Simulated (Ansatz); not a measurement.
Molecule: diaminoborinic acid, sum formula H₅BN₂O, net charge 0, singlet state. 
Coordinates optimised at B3LYP-D3(BJ)/def2-TZVP (Ansatz, a program for electronic structure):
```xyz
9

N      1.2674    -0.5594     0.3003
B      0.0087     0.0178    -0.0050
N     -1.2056    -0.7175     0.1240
O      0.0251     1.3366    -0.4359
H      2.1166    -0.0324     0.2058
H      1.3968    -1.5005     0.6208
H     -2.1110    -0.3378    -0.0839
H     -1.2384    -1.6718     0.4339
H     -0.8407     1.6984    -0.6344
```

Dipole moments at this geometry, in debye (magnitudes).

```json
[
 {"level": "SVWN5/def2-TZVPD", "program": "Ansatz", "dipole (D)": "1.79"},
 {"level": "BLYP/def2-TZVPD", "program": "Ansatz", "dipole (D)": "?"},
 {"level": "LC-wPBE/def2-TZVPD", "program": "Ansatz", "dipole (D)": "1.84"},
 {"level": "wB97M-V/def2-TZVPD", "program": "Ansatz", "dipole (D)": "1.79"},
 {"level": "CCSD(T)/aug-cc-pVDZ", "program": "Ansatz", "dipole (D)": "?"}
]
```

### Question
Fill in the missing entries.

### Answer

- BLYP/def2-TZVPD, dipole (D): 1.74
- CCSD(T)/aug-cc-pVDZ, dipole (D): 1.77
